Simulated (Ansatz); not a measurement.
`NC(F)OCF` and `NC(F)O[SiH2]F` differ in one atom or group.

Ansatz, PBE0-D4/def2-TZVP geometries, multiplicity 1. Each molecule was computed in one conformer, which needn't be the lowest.

```
                                          property  `NC(F)OCF`
              HOMO–LUMO gap (PBE0/def2-TZVPP) / eV        9.44
                HOMO energy (PBE0/def2-TZVPP) / eV       -8.20
               HOMO–LUMO gap (PBE/def2-TZVPP) / eV        7.00
size of the dipole moment (ωB97M-V/def2-TZVPP) / D        1.35
           HOMO–LUMO gap (ωB97M-V/def2-TZVPP) / eV       13.26
                LUMO energy (PBE0/def2-TZVPP) / eV        1.25
```

(1) What does the change do to each property? (An estimate is asked.)

## Answers

(1) The calculation gave: 
| property | `NC(F)O[SiH2]F` | shift |
| --- | --- | --- |
| HOMO–LUMO gap (PBE0/def2-TZVPP) / eV | 8.77 | -0.67 |
| HOMO energy (PBE0/def2-TZVPP) / eV | -8.24 | -0.04 |
| HOMO–LUMO gap (PBE/def2-TZVPP) / eV | 6.29 | -0.71 |
| size of the dipole moment (ωB97M-V/def2-TZVPP) / D | 1.62 | 0.27 |
| HOMO–LUMO gap (ωB97M-V/def2-TZVPP) / eV | 12.87 | -0.39 |
| LUMO energy (PBE0/def2-TZVPP) / eV | 0.53 | -0.72 |

Dipoles are sizes alone; their direction can turn.
